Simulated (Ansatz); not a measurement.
Ansatz (a program for electronic structure) input (B3LYP-D3(BJ)/def2-TZVP):

Ansatz 0.2 input:
```yaml
crystal:
  periodic: [false, false, false]
  atoms:
    - {symbol: B, position_ang: [-0.00951094, 0.00174862, -0.00519406]}
    - {symbol: N, position_ang: [1.24521437, 0.01534424, -0.01893225]}
    - {symbol: H, position_ang: [-1.23316767, -0.01179505, 0.00803234]}
basis:
  gaussian:
    orbitals: def2-TZVP
hamiltonian:
  xc: b3lyp
  dispersion: d3bj
total_charge: -1
relax: {f_tol: 0.002, max_steps: 150}
```

End of the output:

```
mean field -2183.21772432 eV, -80.2317715306 hartree, gradient 3.4e-5 eV, S^2 0.000000; 0 other end points of the search recorded, 0 dependent functions left out
the calculation of the forces begins
reference -2183.21790339 eV, -80.2317781115 hartree; 7, 7 occupied and 61, 61 virtual orbitals, 368 factors
relax step   4: F+E_penalty+E_count = -2183.26302559 eV  Δ(F+E_penalty+E_count) = -3.936e-6 eV  max|allowed force component| = 2.338e-4 eV/Å  Δτ_max = 0.0004 Å  (19 SCF iters, accepted)
integrals: 0.01 GiB planned
368 factors; their error is unknown
mean field: 0.11 GiB planned
mean field -2183.21772432 eV, -80.2317715306 hartree, gradient 3.4e-5 eV, S^2 0.000000; 1 other end points of the search recorded, 0 dependent functions left out
the calculation of the forces begins
reference -2183.21790339 eV, -80.2317781115 hartree; 7, 7 occupied and 61, 61 virtual orbitals, 368 factors
Total energy: -2183.26320466 eV, -80.2334429023 hartree
Atom 0 at    -0.024805     0.001519    -0.005065 Å, force    -0.000199    -0.000234    -0.000137 eV/Å
Atom 1 at     1.236275     0.015276    -0.018817 Å, force     0.000088     0.000113     0.000067 eV/Å
Atom 2 at    -1.208935    -0.011498     0.007788 Å, force     0.000111     0.000121     0.000071 eV/Å
Dipole moment:    -0.442824    -0.004848     0.004818 e Å
```
